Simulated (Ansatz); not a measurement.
Computed with Ansatz on PBE0-D4/def2-TZVP structures; ΔE is electronic, products minus reactants. CCSD(T)/CBS adds triple-zeta CCSD(T) − MP2 to the extrapolated MP2 energy (def2 sets, frozen cores). Functionals use def2-TZVPP. B3LYP here is the variant with VWN-RPA as its local correlation; programs differ in this. One conformer a species, not always the lowest.

Reaction (isomerisation): `CO[SiH](S)Cl` → `O[SiH](S)CCl`

`CO[SiH](S)Cl`:

Z-matrix (Å, degrees):
```
C
O 1 1.414
H 1 1.090 2 107.8
H 1 1.094 2 111.2 3 -119.5
H 1 1.095 2 111.2 3 119.0
Si 2 1.626 1 124.1 3 175.1
Cl 6 2.039 2 104.7 1 -178.7
S 6 2.124 2 112.9 1 -56.6
H 6 1.479 2 112.6 1 62.3
H 8 1.345 6 93.7 2 -60.5
```

`O[SiH](S)CCl`:

Z-matrix (Å, degrees):
```
Si
S 1 2.132
C 1 1.879 2 105.2
O 1 1.637 2 113.9 3 121.7
H 1 1.480 2 111.1 3 -119.9
H 2 1.344 1 93.2 3 168.4
Cl 3 1.789 1 108.9 2 66.3
H 3 1.091 1 111.1 2 -175.7
H 3 1.090 1 112.8 2 -53.3
H 4 0.960 1 116.3 2 -57.6
```

Q: Is it downhill or uphill in electronic energy at CCSD(T)/CBS, and by how much? (Best estimate.)

A: Ansatz gave: Uphill: ΔE = +72.6 kJ/mol.

Q: What do these levels give: B3LYP-D4, r2SCAN0-D4, revPBE, CAM-B3LYP, MP2/def2-SVP, CCSD/def2-SVP? (Estimate.)

A: Ansatz gave: B3LYP-D4 77.2, r2SCAN0-D4 77.4, revPBE 71.7, CAM-B3LYP 80.5, MP2/def2-SVP 88.9, CCSD/def2-SVP 91.2 kJ/mol.

Largest T1 diagnostic among the species: 0.011.

From BLYP to BHLYP (50 % exact exchange), in def2-TZVPP and without D4, ΔE moves by +6.7 kJ/mol. At CCSD(T), def2-SVP lies +17.3 kJ/mol from the extrapolated value and def2-TZVPP +1.5 kJ/mol.
